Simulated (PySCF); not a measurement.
**Calculated NMR parameters of [BH3-][P@@H+]1[C@H]([SiH3])[C@H]1C(F)(F)F**

- Formula: C3H9BF3PSi
- SMILES: [BH3-][P@@H+]1[C@H]([SiH3])[C@H]1C(F)(F)F
- InChI: InChI=1S/C3H9BF3PSi/c4-8-1(2(8)9)3(5,6)7/h1-2,8H,4,9H3/t1-,2+/m0/s1
- Point group of the computed structure: C1
- Carbon signals: 3
- Proton signals: 5

Molfile (atoms numbered from 1):
```
C3H9BF3PSi
     RDKit          3D

 18 18  0  0  0  0  0  0  0  0999 V2000
    2.5777    0.1154   -0.5042 B   0  0  0  0  0  0  0  0  0  0  0  0
    0.7407   -0.2975   -0.8553 P   0  0  2  0  0  0  0  0  0  0  0  0
   -0.7448    0.5659   -0.2414 C   0  0  2  0  0  0  0  0  0  0  0  0
   -0.6117    2.1426    0.7863 Si  0  0  0  0  0  4  0  0  0  0  0  0
   -0.4965   -0.8006    0.3767 C   0  0  1  0  0  0  0  0  0  0  0  0
   -1.4786   -1.9078    0.1293 C   0  0  0  0  0  0  0  0  0  0  0  0
   -2.5498   -1.7740    0.9148 F   0  0  0  0  0  0  0  0  0  0  0  0
   -0.9409   -3.0991    0.3775 F   0  0  0  0  0  0  0  0  0  0  0  0
   -1.9137   -1.9084   -1.1374 F   0  0  0  0  0  0  0  0  0  0  0  0
    3.1354   -0.9620   -0.6364 H   0  0  0  0  0  0  0  0  0  0  0  0
    2.5572    0.5542    0.6340 H   0  0  0  0  0  0  0  0  0  0  0  0
    2.8564    0.9350   -1.3643 H   0  0  0  0  0  0  0  0  0  0  0  0
    0.2961   -0.9231   -2.0425 H   0  0  0  0  0  0  0  0  0  0  0  0
   -1.5595    0.5791   -0.9770 H   0  0  0  0  0  0  0  0  0  0  0  0
    0.4597    1.9675    1.8063 H   0  0  0  0  0  0  0  0  0  0  0  0
   -1.9209    2.3713    1.4671 H   0  0  0  0  0  0  0  0  0  0  0  0
   -0.3033    3.2907   -0.1122 H   0  0  0  0  0  0  0  0  0  0  0  0
   -0.1198   -0.8217    1.4065 H   0  0  0  0  0  0  0  0  0  0  0  0
  1  2  1  0
  2  3  1  0
  3  4  1  0
  3  5  1  0
  5  6  1  0
  6  7  1  0
  6  8  1  0
  6  9  1  0
  5  2  1  0
  1 10  1  0
  1 11  1  0
  1 12  1  0
  2 13  1  6
  3 14  1  6
  4 15  1  0
  4 16  1  0
  4 17  1  0
  5 18  1  1
M  CHG  2   1  -1   2   1
M  END
```

PySCF 2.14 calculation with geometry from PBE0-D3(BJ)/def2-SVP and shieldings: GIAO B3LYP/pcSseg-1; non-relativistic, in vacuum, one computed conformer, rapidly exchanging positions averaged.

Referencing at the same level of theory: 1H (σref 31.38) and 13C (σref 179.24) and 29Si (σref 337.86) against TMS; CFCl3 for 19F (σref 171.94); 31P (σref 297.42) against H3PO4; 11B (σref 97.83) vs BF3·OEt2.

```tsv
carbon	δC, type	δH (multiplicity)	HMBC from (2–3 bonds)	span of the C tensor (ppm)
C3	1.0, CH	0.91 (m)	H15/H16/H17, H13, H18, H10/H11/H12	55
C5	27.0, CH	1.65 (m)	H15/H16/H17, H13, H10/H11/H12, H14	77
C6	132.0, C	–	H13, H18, H14	13
```

Other nuclei:
```csv
atoms,nucleus,environment,δ (ppm),σ (ppm)
H15/H16/H17,1H,hydrogen on a silicon bonded to C,4.07,27.31
H13,1H,"hydrogen on a phosphorus bonded to 2 C, B, in a 3-membered ring",3.09,28.29
H10/H11/H12,1H,hydrogen on a boron bonded to P,1.19,30.19
F7/F8/F9,19F,fluorine of a CF3 group,-81.9,253.8
P2,31P,"phosphorus bonded to 2 C, B, H, in a 3-membered ring",-181.2,478.6
Si4,29Si,"silicon bonded to C, 3 H",-65.4,403.3
B1,11B,"boron bonded to P, 3 H",-48.9,146.7
```

1. δC 132.0: CF3 carbon; 3 electronegative neighbours deshield it.
2. δC 27.0, 1.0: three-membered-ring carbon; carbons of three-membered rings are unusually shielded.
3. δH 3.09: hydrogen on a phosphorus bonded to 2 C, B, in a 3-membered ring.
4. δH 1.65, 0.91: hydrogen on a three-membered-ring carbon.
5. δH 1.19: hydrogen on a boron bonded to P.

Hydrogens on boron are broadened and split by 11B (spin 3/2, 80 %) and 10B (spin 3). Splittings by 19F and 31P in the carbon and heteronuclear signals aren't shown, as no couplings were computed. Shifts are as computed. Against solution values, carbons near 30 ppm lie about +2 ppm off and those near 130 ppm about +6 ppm. Of 1211 compounds with measured shifts, 218 miss one by over three times the rms of a fit or turn the order of signals round; such compounds aren't used in these exercises. Unscaled 19F shifts against computed CFCl3 carry errors that often reach 10 to 50 ppm. Experimental scales use liquid or dissolved standards, which lie at an offset from isolated H3PO4. No couplings were computed; multiplicities are counted from neighbouring protons, with m where these are inequivalent, close in shift, in a saturated or five-membered ring or joined by F or P, and br s for small geminal =CH2 splittings.
